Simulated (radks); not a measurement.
The osmium anion Os- inside a hard spherical wall (all orbitals vanish at R), configuration held at [Xe] 4f14 5d7 6s2 and not refilled when levels cross. Method: scalar-relativistic Kohn-Sham, r2SCAN, spin-polarised, spherical densities, finite nucleus; open shells are filled with parallel spins first (spin-orbit coupling, left out, can overturn this in heavy ions); meta-GGA in the generalised Kohn-Sham scheme; Fermi nuclear charge, rms radius 5.4126 fm; computed with a radial shooting solver on a logarithmic mesh with Libxc functionals. Eigenvalues in eV for spin up, with the zero of energy where the potential of the charges vanishes at infinity; a dash marks a level that is unbound or too diffuse for the functional's potential to be trusted. A positive occupied level is held by the wall or, in an anion where self-interaction has pushed it up, behind a barrier. The pressure on the wall is -dE/dV.

R (bohr)  E (hartree)  kinetic (hartree)    e(5p)    e(4f)   e(6s)   e(5d)  e(7s, empty)  e(6p, empty)  pressure (GPa)
20        -17252.7593          19115.863  -45.294  -44.680  -0.829  -0.139         2.460         2.564         0.00185
12        -17252.7574          19115.855  -44.670  -44.079  -0.404   0.431         4.599         3.662          0.0107
6         -17252.6695          19116.286  -41.925  -41.319   1.865   2.907        18.926         7.897            5.58
3.5       -17251.2500          19121.741  -29.065  -26.909  18.499  15.176        83.363        31.831             396
3         -17249.6311          19127.596  -21.373  -17.548  33.328  23.760        129.46        51.581            1260
2.5       -17245.5107          19142.359   -7.736   -0.768  65.994  40.433        217.68        92.627            4940
2         -17232.9589          19185.711   22.085   32.897  148.36  78.651        409.32        189.10           25600
